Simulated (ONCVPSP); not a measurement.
## Plane-wave convergence, ONCV potential for tantalum (Ta)

```json
{
  "Element": "tantalum",
  "Generator": "ONCVPSP 4.0.1",
  "Type": "optimised norm-conserving Vanderbilt (ONCV)",
  "Functional": "PBE",
  "Relativity": "scalar-relativistic",
  "Frozen core": "[Kr] 4d10 4f14",
  "Valence charge": "13",
  "Reference configuration": "5s2 5p6 5d3.5 6s1.5",
  "Partial waves": "5s+6s: rc 1.45 bohr, ncon 4, nbas 8, qcut 6.6 1/bohr, 3 projectors, debl 3 Ha; 5p: rc 1.95 bohr, ncon 3, nbas 8, qcut 6.8 1/bohr, 3 projectors, debl 3.1 Ha; 5d: rc 2.60 bohr, ncon 4, nbas 8, qcut 7.3 1/bohr, 2 projectors, debl 0.3 Ha",
  "Local potential": "polynomial inside 1.30 bohr (lpopt 5, dvloc0 -1 Ha)",
  "Core correction": "Teter function, fcfact 3.5, rcfact 1.7"
}
```

Problem. For each optimised wave give the share of its norm inside rc, the residual kinetic energy above qcut (Ha) and the cutoffs (Ha) for errors of 10, 1, 0.1 and 0.01 mHa per electron.

Solution.

```tsv
wave	norm inside rc	residual KE	10 mHa	1 mHa	0.1 mHa	0.01 mHa
5s	0.839	6.0e-04	16.4	20.7	71.3	89.3
6s	0.039	1.7e-04	12.8	18.4	23.6	55.8
s projector 3	0.048	9.3e-04	16.6	21.8	37.4	65.0
5p	0.914	2.4e-07	8.3	10.7	12.5	14.9
p projector 2	0.138	3.6e-06	7.9	10.5	17.7	21.7
p projector 3	0.136	8.0e-05	10.0	15.3	22.1	58.5
5d	0.683	1.8e-09	9.6	13.1	16.1	18.7
d projector 2	0.117	1.9e-10	7.7	11.4	14.8	17.7
```

The occupied waves need 21 Ha and 71 Ha for 1 and 0.1 mHa.
